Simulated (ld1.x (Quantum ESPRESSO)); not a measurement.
## gallium: excitation energies, all-electron against RRKJ

ld1.x (Quantum ESPRESSO) 7.5 input, shortened:

```
&input
   title='Ga', zed=31., rel=1, dft='PBESOL', iswitch=3,
   config='[Ar] 3d10 4s2 4p0.5'
 /
 &inputp
   pseudotype=2, tm=.false., rho0=0.005, lloc=1,
   nlcc=.true., rcore=0.80
 /
3
4S  1  0   2.00   0.00  1.75  1.75  0.0
3D  3  2  10.00   0.00  1.10  1.10  0.0
4P  2  1   0.50   0.00  1.65  1.65  0.0
 &test
   configts(1)='3d10 4s2 4p0.5'
 /
```

Energies are relative to the spin-unpolarised reference configuration 3d10 4s2 4p0.5; without spin polarisation the order of configurations can differ from experiment. The frozen-core shift is the all-electron ΔE with the core orbitals held at their reference shape minus the fully relaxed ΔE.

```csv
valence configuration,charge,ΔE all-electron (eV),error AE − PS (meV),frozen-core shift (meV)
3d10 4s2 4p1,0,-2.027,+0.2,-0.2
3d10 4s2 4p0,+1,3.653,-0.8,+0.5
3d10 4s1 4p0,+2,24.788,-17,+4.1
3d10 4s0 4p3,0,11.363,-4.3,+2.2
3d10 4s2 4p1.3,-0.3,-2.558,+0.4,-0.2
3d10 4s1 4p2,0,4.524,-1.4,+0.7
3d10 4s0 4p0,+3,55.909,-67,+15
```

Levels in the configuration 3d10 4s2 4p0:

| level | all-electron (eV) | pseudo (eV) |
| --- | --- | --- |
| 3d | -27.458 | -27.443 |
| 4s | -16.362 | -16.365 |

A variational frozen-core shift is positive and of second order in the change. This column holds negative values, so the frozen-core run of ld1.x carries numerical noise or an error of first order here, and the column gives no more than the rough size of the effect.

Note: ghost state, extra bound levels that the all-electron valence spectrum of the same l lacks: s at -258.4 eV. A true bound ghost makes a file unfit for plane-wave use.
